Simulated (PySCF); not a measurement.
**Finite-field polarisability of S (sulfur, neutral)**

[Ne] 3s2 3p4, high-spin 3P determinant. Calculation: PySCF 2.14, in x2c-QZVPPall with one added diffuse shell each of s, p, d, f type (10s7p5d3f1g, 86 functions); scalar relativity by spin-free X2C-1e. Frozen: [Ne]. Energy changes in a uniform field (μhartree):

```tsv
axis	F (au)	HF	MP2	CCSD	CCSD(T)
x	0.0033	-97.787	-99.180	-98.512	-99.030
x	0.0066	-391.302	-396.902	-394.229	-396.305
y	0.0031	-102.625	-105.065	-104.189	-105.070
y	0.0062	-410.845	-420.658	-417.139	-420.680
```

By symmetry the remaining axis equals x.

Problem. Derive α along x at CCSD(T) from the two fields.

Solution. With ΔE = −αF²/2 − γF⁴/24, α = −(16 ΔE(F) − ΔE(2F))/(6F²) = 18.18 bohr³.

Problem. And the mean polarisability at each level?

Solution. The components xx, yy, zz at CCSD(T) are 18.18, 21.86, 18.18, the third axis being equal by symmetry to one of the two computed. Means: HF 19.09, MP2 19.43, CCSD 19.29, CCSD(T) 19.41 bohr³. Reference: 19.4 ± 0.1 bohr³ (recommended; Schwerdtfeger and Nagle, table of static dipole polarizabilities (2023 update)).
